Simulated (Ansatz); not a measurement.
Computed with Ansatz on PBE0-D4/def2-TZVP structures; ΔE is electronic, products minus reactants. CBS: MP2 limit from def2 TZ/QZ plus the TZ coupled-cluster correction, frozen cores. This one scheme is used for every species. DFT in def2-TZVPP. B3LYP here is the variant with VWN-RPA as its local correlation; programs differ in this. One conformer a species, not always the lowest.

`O[SiH2]N[SiH3]` + `C=N` → `C=N[SiH2]N[SiH3]` + H₂O  (ligand exchange at the Si–O bond)

`O[SiH2]N[SiH3]`:

```xyz
11

O    -2.241   -0.255    0.268
Si   -0.858   -1.081   -0.067
N     0.586   -0.259    0.379
Si    1.256    1.160   -0.346
H    -2.412   -0.020    1.181
H    -0.921   -1.263   -1.533
H    -0.821   -2.377    0.663
H     1.073   -0.636    1.179
H     1.168    2.352    0.542
H     0.478    1.418   -1.583
H     2.692    0.961   -0.683
```

`C=N`:

Z-matrix (Å, degrees):
```
C
N 1 1.261
H 1 1.096 2 124.9
H 1 1.092 2 118.8 3 -180.0
H 2 1.021 1 111.0 3 -0.0
```

`C=N[SiH2]N[SiH3]`:

Z-matrix (Å, degrees):
```
Si
N 1 1.745
N 1 1.716 2 111.7
H 1 1.492 2 110.4 3 120.0
H 1 1.483 2 106.0 3 -119.0
C 2 1.257 1 123.3 3 -122.0
Si 3 1.727 1 127.6 2 89.0
H 3 1.011 1 115.5 2 -80.7
H 6 1.103 2 124.1 1 0.0
H 6 1.097 2 120.6 1 180.0
H 7 1.488 3 111.4 1 127.7
H 7 1.489 3 112.4 1 -111.7
H 7 1.485 3 106.9 1 8.0
```

H₂O:

Cartesian coordinates in Å:
```
O 0.291 -0.157 0.205
H -0.440 0.368 0.537
H 0.148 -0.212 -0.742
```

```csv
level,ΔE (kcal/mol),difference from CCSD(T)/CBS
PBE-D4,13.0,-0.7
r2SCAN-D4,14.3,0.6
PBE0-D4,13.2,-0.5
B3LYP-D4,13.8,0.1
ωB97X-V,14.5,0.8
ωB97M-V,14.4,0.7
B2PLYP,14.9,1.2
PBE,13.9,0.2
r2SCAN,14.7,1.0
PBE0,14.0,0.3
B3LYP,15.3,1.6
HF/def2-TZVPP,16.3,2.6
MP2/def2-TZVPP,13.7,0.0
SCS-MP2/def2-TZVPP,14.5,0.8
CCSD/def2-TZVPP,14.8,1.1
CCSD(T)/def2-TZVPP,14.4,0.7
HF/def2-QZVPP,16.2,2.5
MP2/def2-QZVPP,13.2,-0.5
SCS-MP2/def2-QZVPP,14.1,0.4
HF/CBS(def2),16.2,2.5
MP2/CBS(def2),12.9,-0.8
CCSD/CBS(def2),14.1,0.4
CCSD(T)/CBS,13.7,0
```

Largest T1 diagnostic among the species: 0.012.

The D4 term adds −1.5 kcal/mol with B3LYP and −0.9 kcal/mol with PBE0; it sums over pairs of atoms, weighted by their polarisabilities, and B3LYP, whose exchange is more repulsive, gets the larger term. In def2-TZVPP, CCSD(T) changes the Hartree–Fock value by −1.8 kcal/mol (the triples alone add −0.4 kcal/mol) and MP2 by −2.6 kcal/mol.
